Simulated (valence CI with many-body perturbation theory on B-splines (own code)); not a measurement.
Values are calculated unless marked as measured or tabulated.
## Basis-set convergence for Er XXVIII

Level of theory: relativistic CI+MBPT: five valence electrons over a frozen Dirac-Fock core [Kr], a basis of 7 s, 7 p, 8 d, 6 f, 4 g, 1 h functions for each j, with the one-electron correlation potential Σ1, the two-electron term Σ2, the three-electron term Σ3, Breit, model QED; selected CI, second order for the rest, scaled by the run's own slope (own B-spline code, finite nucleus).

The last digits are not significant, and no measured levels were compared; by estimate large intervals hold to a few tenths of a per cent, small ones and those within an open d or f shell to about a per cent. Among the levels kept, up to 450 cm⁻¹ of a level comes from second order outside the variational space, and about a tenth of that is noise between levels of different J, which matters for small intervals. Only levels of the ground parity were solved; by the run's estimate the other parity begins above the list, which can be wrong where configurations are misplaced.

The reference run has the lowest level (4d3/2^4 4d5/2) J=5/2 and an ionisation energy of 990.010 eV. Its largest variational space holds 19999 state functions.

Levels are named by their leading jj configuration (3d3/2^4 stands for four electrons in 3d with j = 3/2), which in mixed levels can hold well under half, so a name can repeat and another be missing. Letters in brackets count levels of one name in rising energy.

Changed runs:
A. basis 6 s, 6 p, 5 d, 5 f, 1 g
B. basis 5 s, 5 p, 4 d, 4 f

Excitation energies of the reference run in cm⁻¹, and shifts in cm⁻¹:

```csv
Level,Reference,A,B
(4d3/2^3 4d5/2^2) J=5/2 [a],58019,-73,+2.5
(4d3/2^3 4d5/2^2) J=7/2 [a],89969,+54,+686
(4d3/2^3 4d5/2^2) J=3/2 [a],93064,+70,+655
(4d3/2^3 4d5/2^2) J=11/2,96350,+104,+654
(4d3/2^3 4d5/2^2) J=9/2,105311,+70,+869
(4d3/2^3 4d5/2^2) J=5/2 [b],109836,+45,+886
(4d3/2^3 4d5/2^2) J=1/2,115015,+85,+890
(4d3/2^3 4d5/2^2) J=7/2 [b],126005,+175,+1390
(4d3/2^2 4d5/2^3) J=5/2 [a],148157,+40,+534
(4d3/2^3 4d5/2^2) J=3/2 [b],156516,+244,+1380
(4d3/2^2 4d5/2^3) J=7/2 [a],163902,-28,+687
(4d3/2^2 4d5/2^3) J=11/2,168464,+48,+598
Ionisation energy (eV),990.010,-0.069,-0.153
```
